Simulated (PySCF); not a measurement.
# One molecule, several mistakes: BCH6N2

These are calculations, not measurements. They come from PySCF 2.14.0, an open-source quantum chemistry program, on an isolated molecule that a program drew, which may never have been made. The molecule is BCH6N2 (charge 0, doublet), drawn as the SMILES string `NB[CH]N`.

Each row is a Hartree-Fock (HF) and frozen-core CCSD(T) single point in the cc-pVDZ basis, meant for a local HF minimum. Run 1 is clean. Each other run has one planted mistake out of seven kinds, and not every kind appears here: one electron removed, one electron added, multiplicity raised by two, geometry at a saddle point, minimal basis STO-3G, one bond length entered in bohr, all coordinates scaled. The reference is restricted for singlets and unrestricted otherwise, and also for a bond in bohr. Adding or removing an electron swaps singlet and doublet. Electrons count all cores. HOMO and LUMO are orbital energies over both spins, the gradient is its largest component, and the lowest frequency (negative if imaginary) is given only where the gradient is small. Bond lengths are over the 9 bonds as drawn. T1 is the CCSD diagnostic: over 0.02 (restricted) or 0.045 (unrestricted) a single reference is doubtful.

Geometry of the clean run:
```xyz
10
BCH6N2, angstrom
N     0.1603   -1.8011    1.0599
B    -0.2587   -0.5305    0.6334
C    -0.8093   -0.2794   -0.7763
N    -1.3176    0.9454   -1.1849
H     0.5271   -1.9702    1.9715
H     0.1105   -2.6192    0.4895
H    -0.1615    0.3881    1.4127
H    -0.9276   -1.0679   -1.5148
H    -1.2860    1.1325   -2.1679
H    -1.0071    1.7337   -0.6508
```

```
run,electrons,basis functions,<S^2>,HOMO (eV),LUMO (eV),gradient (hartree/bohr),lowest frequency (cm^-1),mean bond (Å),longest bond (Å),T1,HF (hartree),CCSD(T) (hartree),mistake
1,31,86,0.761,-7.47,3.34,1.8e-05,175,1.1800,1.534,0.0179,-174.97095,-175.57807,no fault
2,32,86,0.000,1.11,10.00,8.2e-02,-,1.1800,1.534,0.0128,-174.88171,-175.52573,one electron added
3,31,86,1.214,-9.37,2.24,7.6e-02,-,1.2789,1.892,0.0621,-174.86659,-175.48195,one bond length entered in bohr
4,30,86,0.000,-16.79,-4.95,9.3e-02,-,1.1800,1.534,0.0236,-174.74399,-175.35466,?
5,31,86,0.761,-7.25,3.54,3.0e-02,-,1.1469,1.491,0.0165,-174.96249,-175.56374,?
```

**Which mistake was planted in run 4, and what did it cost?**

It counts 30 electrons, one fewer than the clean run, at the same geometry and basis. So the mistake is: one electron removed. Subtracting run 1 and multiplying by 627.51 kcal/mol a hartree, the energy moved by 142.4 kcal/mol in HF and 140.2 kcal/mol in CCSD(T).

**Which mistake was planted in run 5, and what did it cost?**

The mean and the longest bond both change by the same factor, 0.972, and the gradient is no longer small. So the mistake is: all coordinates scaled. Subtracting run 1 and multiplying by 627.51 kcal/mol a hartree, the energy moved by 5.3 kcal/mol in HF and 9.0 kcal/mol in CCSD(T).

Cautions from the logs. Run 2: the HOMO is above zero, so the electron isn't bound and the energy depends on the basis; run 3: T1 is over the limit, so its CCSD(T) energy is less reliable; run 4: T1 is over the limit, so its CCSD(T) energy is less reliable.
